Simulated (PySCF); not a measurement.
Isomers of C7H12O3, one GFN2-xTB conformer each. Single-point energies are computed at PBE0/pcSseg-1 (PySCF, gas phase, no added dispersion term), electronic only.

```json
{"SMILES": "C/C(CO)=C(/C)COC=O", "GFN2-xTB relative energy (kJ/mol)": "69.5"}
{"SMILES": "CC(C)(CO)[C@@H]1CC(=O)O1", "GFN2-xTB relative energy (kJ/mol)": "16.9"}
{"SMILES": "C=CCOC(=O)[C@@H](C)OC", "GFN2-xTB relative energy (kJ/mol)": "92.3"}
{"SMILES": "C=CCO[C@H](C)C(=O)OC", "GFN2-xTB relative energy (kJ/mol)": "91.7"}
{"SMILES": "CO[C@H]1C[C@](C)(C(=O)O)C1", "GFN2-xTB relative energy (kJ/mol)": "0.0"}
{"SMILES": "C[C@H](O)C(=O)OC1CCC1", "GFN2-xTB relative energy (kJ/mol)": "1.1"}
{"SMILES": "C/C=C(\\CCOC)C(=O)O", "GFN2-xTB relative energy (kJ/mol)": "46.3"}
```

Conformers: `[CH3:1]/[C:2]([CH2:3][OH:4])=[C:5](/[CH3:6])[CH2:7][O:8][CH:9]=[O:10]` with C1–C2–C3–O4 112°, C2–C3–O4–H -54°, C2–C5–C7–O8 -111°, C5–C7–O8–C9 94°, C7–O8–C9–O10 1°; `[CH3:1][C:2]([CH3:3])([CH2:4][OH:5])[C@@H:6]1[CH2:7][C:8](=[O:9])[O:10]1` with C1–C2–C4–O5 -59°, C2–C4–O5–H 177°, C1–C2–C6–C7 49°; `[CH2:1]=[CH:2][CH2:3][O:4][C:5](=[O:6])[C@@H:7]([CH3:8])[O:9][CH3:10]` with C1–C2–C3–O4 121°, C2–C3–O4–C5 80°, C3–O4–C5–O6 2°, O4–C5–C7–C8 65°, C5–C7–O9–C10 69°; `[CH2:1]=[CH:2][CH2:3][O:4][C@H:5]([CH3:6])[C:7](=[O:8])[O:9][CH3:10]` with C1–C2–C3–O4 -136°, C2–C3–O4–C5 66°, C3–O4–C5–C6 -170°, O4–C5–C7–O8 7°, C5–C7–O9–C10 -178°; `[CH3:1][O:2][C@H:3]1[CH2:4][C@:5]([CH3:6])([C:7](=[O:8])[OH:9])[CH2:10]1` with C1–O2–C3–C4 76°, C4–C5–C7–O8 5°, C5–C7–O9–H 179°, O2–C3–C4–C5 130°, C3–C4–C5–C6 -133°, C4–C5–C10–C3 13°, O2–C3–C10–C5 -133°; `[CH3:1][C@H:2]([OH:3])[C:4](=[O:5])[O:6][CH:7]1[CH2:8][CH2:9][CH2:10]1` with C1–C2–O3–H -101°, C1–C2–C4–O5 108°, C2–C4–O6–C7 178°, C4–O6–C7–C8 128°, O6–C7–C8–C9 128°, C7–C8–C9–C10 -11°, C8–C9–C10–C7 11°, O6–C7–C10–C9 -128°; `[CH3:1]/[CH:2]=[C:3](\[CH2:4][CH2:5][O:6][CH3:7])[C:8](=[O:9])[OH:10]` with C2–C3–C4–C5 -92°, C3–C4–C5–O6 71°, C4–C5–O6–C7 -175°, C2–C3–C8–O9 177°, C3–C8–O10–H 180°.

Question: What does PBE0/pcSseg-1 give for the same structures?

Answer: 
```csv
SMILES,PBE0/pcSseg-1 E (Eh),PBE0/pcSseg-1 (kJ/mol),GFN2-xTB (kJ/mol),point group
CC(C)(CO)[C@@H]1CC(=O)O1,-499.01405,0.0,16.9,C1
C/C=C(\CCOC)C(=O)O,-499.01129,7.3,46.3,C1
C[C@H](O)C(=O)OC1CCC1,-499.00913,12.9,1.1,C1
CO[C@H]1C[C@](C)(C(=O)O)C1,-499.00893,13.5,0.0,C1
C/C(CO)=C(/C)COC=O,-498.99344,54.1,69.5,C1
C=CCO[C@H](C)C(=O)OC,-498.98777,69.0,91.7,C1
C=CCOC(=O)[C@@H](C)OC,-498.98648,72.4,92.3,C1
```

GFN2-xTB puts CO[C@H]1C[C@](C)(C(=O)O)C1 lowest instead; measured from each level's own lowest isomer, the values differ by up to 39.0 kJ/mol (C/C=C(\CCOC)C(=O)O: 46.3 against 7.3). As drawn, the lowest has a four-membered ring, an O–H bond and a quaternary carbon, which the highest lacks; the highest has a C=C bond outside aromatic rings, which the lowest lacks. Neighbours under 10 kJ/mol apart (CC(C)(CO)[C@@H]1CC(=O)O1 and C/C=C(\CCOC)C(=O)O; C/C=C(\CCOC)C(=O)O and C[C@H](O)C(=O)OC1CCC1; C[C@H](O)C(=O)OC1CCC1 and CO[C@H]1C[C@](C)(C(=O)O)C1; C=CCO[C@H](C)C(=O)OC and C=CCOC(=O)[C@@H](C)OC) can change places with a better method, another conformer or zero-point energy.

Question: Which frontier levels, dipoles and rotational constants go with these structures?

Answer: 
```json
{"SMILES": "CC(C)(CO)[C@@H]1CC(=O)O1", "HOMO (eV, PBE0/pcSseg-1)": "-7.86", "LUMO (eV)": "0.47", "dipole (D)": "5.97", "A, B, C (MHz)": "2202, 978.1, 821.2"}
{"SMILES": "C/C=C(\\CCOC)C(=O)O", "HOMO (eV, PBE0/pcSseg-1)": "-7.35", "LUMO (eV)": "-1.02", "dipole (D)": "1.55", "A, B, C (MHz)": "1755, 874.9, 691.7"}
{"SMILES": "C[C@H](O)C(=O)OC1CCC1", "HOMO (eV, PBE0/pcSseg-1)": "-7.80", "LUMO (eV)": "0.12", "dipole (D)": "3.29", "A, B, C (MHz)": "3280, 653.7, 609.2"}
{"SMILES": "CO[C@H]1C[C@](C)(C(=O)O)C1", "HOMO (eV, PBE0/pcSseg-1)": "-7.24", "LUMO (eV)": "0.26", "dipole (D)": "0.61", "A, B, C (MHz)": "2659, 787.9, 724.9"}
{"SMILES": "C/C(CO)=C(/C)COC=O", "HOMO (eV, PBE0/pcSseg-1)": "-6.98", "LUMO (eV)": "-0.25", "dipole (D)": "1.13", "A, B, C (MHz)": "1928, 864.4, 743.3"}
{"SMILES": "C=CCO[C@H](C)C(=O)OC", "HOMO (eV, PBE0/pcSseg-1)": "-7.46", "LUMO (eV)": "0.05", "dipole (D)": "2.43", "A, B, C (MHz)": "1905, 822.4, 707.3"}
{"SMILES": "C=CCOC(=O)[C@@H](C)OC", "HOMO (eV, PBE0/pcSseg-1)": "-7.37", "LUMO (eV)": "-0.09", "dipole (D)": "2.36", "A, B, C (MHz)": "2944, 664.8, 602.1"}
```
